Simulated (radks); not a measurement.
Results of a calculation; reference values are marked as such.
Problem. Ionisation ladder of europium, from Eu44+ to Eu62+. Each ion is in the ground configuration listed by NIST, and IE = E(next ion) - E(this ion), with E = 0 for the bare nucleus. Code: a radial shooting solver on a logarithmic mesh with Libxc functionals. Model: scalar-relativistic Kohn-Sham, exchange-only LDA, spin-polarised, spherical densities, point nucleus; open shells are filled with parallel spins first (spin-orbit coupling, left out, can overturn this in heavy ions).

species  configuration  IE, Delta-SCF (eV)  <r> HOMO (bohr)
Eu44+         [Ar] 3d1              3488.7            0.201
Eu45+             [Ar]                   ?            0.226
Eu46+     [Ne] 3s2 3p5              3970.6            0.224
Eu47+     [Ne] 3s2 3p4              4067.7            0.223
Eu48+     [Ne] 3s2 3p3              4195.7            0.222
Eu49+     [Ne] 3s2 3p2              4297.0            0.220
Eu50+     [Ne] 3s2 3p1                   ?            0.219
Eu51+         [Ne] 3s2              4737.9            0.224
Eu52+         [Ne] 3s1              4847.0            0.223
Eu53+             [Ne]             11086.0           0.0821
Eu54+     [He] 2s2 2p5             11357.6           0.0816
Eu55+     [He] 2s2 2p4                   ?           0.0810
Eu56+     [He] 2s2 2p3             11988.8           0.0803
Eu57+     [He] 2s2 2p2                   ?           0.0798
Eu58+     [He] 2s2 2p1             12545.8           0.0792
Eu59+         [He] 2s2             13475.7           0.0906
Eu60+         [He] 2s1             13749.8           0.0901
Eu61+             [He]               55959           0.0222
Eu62+              1s1               57122           0.0221

Estimate the withheld Delta-SCF values.

Solution. Eu45+: 3872.0 eV (NIST 3823); Eu50+: 4397.0 eV (NIST 4513); Eu55+: 11624.1 eV (NIST 11457); Eu57+: 12269.9 eV (NIST 12718).
